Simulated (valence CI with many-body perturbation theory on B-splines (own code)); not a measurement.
Ag¹⁵⁺: electric-dipole lines

Calculated by relativistic CI+MBPT: four valence electrons over a frozen Dirac-Fock core [Ar] 3d10, a basis of 11 s, 11 p, 10 d, 8 f, 5 g, 2 h functions for each j, with the one-electron correlation potential Σ1, the two-electron term Σ2, the three-electron term Σ3, Breit, model QED; selected CI, second order for the rest, scaled by the run's own slope (own B-spline code, finite nucleus).

No measured spectrum was set against this ion. As an estimate, levels hold to about 250 cm⁻¹ or 0.2 % of their energy and the worst to 1 %, as in measured heavy ions of charge 2 to 7; those with d or f electrons hold less well. Among the levels kept, up to 490 cm⁻¹ of a level comes from second order outside the variational space, and about a tenth of that is noise between levels of different J, which matters for small intervals.

Lines 151 to 200 of 543 in falling wavelength, among levels below 1436100 cm⁻¹, chosen from the strongest by gf and those to the six lowest levels. Wavelengths and rates use the calculated energies, so an error of 1000 cm⁻¹ moves a line at 236.6 Å by 0.24 % and its rate by three times that or more. Electric multipoles are in the length gauge, E1 and E2 with the static RPA response of the core. Weak lines are less certain than strong ones. Lines between different terms over intervals too small for the method are left out, as are lines whose strength nearly cancels. Where a level lies close to another of its J and parity, the split of strength between their lines is uncertain. The highest levels of a list are the least certain.

Names give the largest LS component (configuration and term), which can be under half, so a name can repeat, a term be missing and a line seem to break the LS rules; names also repeat where a configuration has a term twice. Letters in brackets count levels of one name in rising energy.

```csv
λ vac (Å),Upper,Lower,A (s⁻¹),S (a.u.)
236.6,4p3 4d 3D°_1 [b],4s 4p2 4d 3F_2 [a],1.13e+10,2.21e-01
236.3,4s 4p2 4d 1D_2 [b],4s2 4p 4d 1D°_2,6.05e+09,1.97e-01
236.3,4s 4p2 4d 3D_3 [d],4s2 4p 4d 3F°_4,3.38e+10,1.54e+00
235.9,4s 4p2 4d 1P_1,4s2 4p 4d 1D°_2,2.30e+10,4.46e-01
235.3,4p3 4d 5D°_1,4s 4p2 4d 5F_1,1.27e+10,2.46e-01
234.7,4s2 4p 4f 1G_4 [a],4s2 4p 4d 1F°_3,2.97e+09,1.71e-01
234.5,4s 4p3 3S°_1,4s2 4p2 3P_2,5.63e+10,1.08e+00
234.5,4p3 4d 5D°_2,4s 4p2 4d 5F_2,9.81e+09,3.12e-01
234.4,4p3 4d 3G°_3,4s 4p2 4d 5F_3,3.71e+09,1.65e-01
233.8,4s 4p3 1D°_2,4s2 4p2 3P_2,2.30e+09,7.25e-02
233.7,4p4 3P_2,4s 4p3 5S°_2,1.85e+09,5.84e-02
231.7,4p3 4d 1F°_3 [a],4s 4p2 4d 1G_4,8.83e+09,3.80e-01
231.1,4s 4p3 3P°_1,4s2 4p2 3P_0,2.55e+09,4.66e-02
230.8,4s 4p2 4d 3P_2 [b],4s2 4p 4d 3F°_3,8.53e+09,2.59e-01
230.5,4s 4p3 1P°_1,4s2 4p2 1D_2,5.51e+10,9.99e-01
230.0,4s 4p2 4d 3D_3 [e],4s2 4p 4d 3F°_4,1.48e+10,6.22e-01
229.9,4s2 4p 4f 3F_2,4s2 4p 4d 1F°_3,1.72e+10,5.17e-01
229.3,4s 4p2 4d 3P_2 [c],4s2 4p 4d 1D°_2,1.17e+10,3.47e-01
228.7,4s2 4p 4d 3F°_2,4s2 4p2 1D_2,2.71e+09,7.99e-02
228.3,4s 4p2 4d 3F_2 [c],4s2 4p 4d 3F°_2,1.37e+10,4.04e-01
228.0,4s 4p2 4d 3D_3 [c],4s2 4p 4d 3F°_3,4.07e+09,1.67e-01
227.0,4s 4p3 3S°_1,4s2 4p2 3P_1,2.12e+10,3.68e-01
226.6,4s 4p2 4d 3P_1 [d],4s2 4p 4d 3D°_2,3.43e+10,5.91e-01
226.4,4s 4p2 4d 1D_2 [a],4s2 4p 4d 3P°_2,8.91e+09,2.55e-01
226.3,4s 4p3 1D°_2,4s2 4p2 3P_1,5.39e+08,1.54e-02
225.4,4s2 4p 4f 3G_3 [b],4s2 4p 4d 1F°_3,5.80e+09,2.30e-01
223.1,4s 4p2 4d 3P_0 [c],4s2 4p 4d 3P°_1,5.37e+10,2.95e-01
220.3,4s 4p2 4d 1P_1,4s2 4p 4d 3D°_1,1.20e+10,1.90e-01
218.8,4s2 4p 4d 3D°_1,4s2 4p2 1S_0,1.04e+08,1.62e-03
217.4,4s2 4p 4d 3F°_3,4s2 4p2 1D_2,4.49e+07,1.59e-03
217.3,4s 4p 4d2 3H°_5,4s 4p2 4d 3G_5,3.92e+09,2.18e-01
217.2,4s2 4p 4f 3F_4,4s2 4p 4d 1F°_3,4.57e+09,2.08e-01
213.9,4s 4p 4d2 3H°_4 [a],4s 4p2 4d 3G_4,3.72e+09,1.62e-01
211.2,4s 4p2 4d 3D_3 [e],4s2 4p 4d 3F°_3,6.79e+09,2.21e-01
211.1,4s 4p2 4f 5G°_4,4s 4p2 4d 3G_5,5.48e+09,2.29e-01
209.9,4s 4p 4d2 3H°_5,4s 4p2 4d 3G_4,4.48e+09,2.25e-01
209.7,4s2 4p 4f 3D_3,4s2 4p 4d 1F°_3,9.47e+09,3.02e-01
209.0,4p4 3P_1,4s 4p3 5S°_2,8.27e+06,1.12e-04
208.0,4s 4p 4d2 3H°_4 [a],4s 4p2 4d 3G_3,4.39e+09,1.76e-01
207.3,4s2 4d2 1D_2,4s2 4p 4d 1F°_3,9.90e+09,2.18e-01
207.1,4s 4p2 4d 3P_1 [a],4s 4p3 3P°_2,1.39e+10,1.83e-01
206.7,4s 4p3 3S°_1,4s2 4p2 3P_0,1.13e+10,1.48e-01
206.6,4s2 4p 4d 3P°_2,4s2 4p2 1D_2,5.81e+09,1.27e-01
205.2,4p4 1D_2,4s 4p3 5S°_2,6.86e+07,1.46e-03
204.5,4s 4p3 1P°_1,4s2 4p2 3P_2,8.70e+07,1.10e-03
204.5,4s 4p 4d2 3H°_4 [b],4s 4p2 4d 3G_3,3.96e+09,1.50e-01
203.9,4s 4p 4d2 3F°_2,4s 4p2 4d 3G_3,1.45e+10,3.03e-01
203.1,4s2 4p 4d 3F°_2,4s2 4p2 3P_2,8.22e+09,1.70e-01
202.1,4s2 4p 4d 3D°_1,4s2 4p2 1D_2,1.80e+09,2.20e-02
200.4,4s 4p2 4d 5F_1,4s 4p3 5S°_2,2.39e+08,2.85e-03
```
